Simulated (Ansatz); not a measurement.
Ag4. The state is a singlet with charge 0. Geometry PBE-D4/def2-SVP; atoms count from 1.

```
atom    x (Å)    y (Å)    z (Å)
 Ag1   1.4683   1.4062   1.3038
 Ag2   0.8231  -1.0087   0.1612
 Ag3  -1.4676  -1.4058  -1.3049
 Ag4  -0.8237   1.0083  -0.1601
```

In the def2 sets Ag takes a core potential; there is no spin–orbit coupling. The structure comes from a short search, and lower isomers may exist.

Question: Estimate the Mulliken populations from the PBE0/def2-TZVP orbitals of Ansatz.

Answer: 
```
atom  charge (e)  d electrons
 Ag1       -0.10         9.92
 Ag2        0.10         9.92
 Ag3       -0.10         9.92
 Ag4        0.10         9.92
```
Mulliken values and Mayer orders depend strongly on the basis.

Question: And the Mayer bond orders between bonded heavy atoms (over 0.3)?

Answer: Ag1–Ag2 0.52 (2.75 Å); Ag1–Ag4 0.52 (2.75 Å); Ag2–Ag3 0.52 (2.75 Å); Ag2–Ag4 0.46 (2.62 Å); Ag3–Ag4 0.52 (2.75 Å).
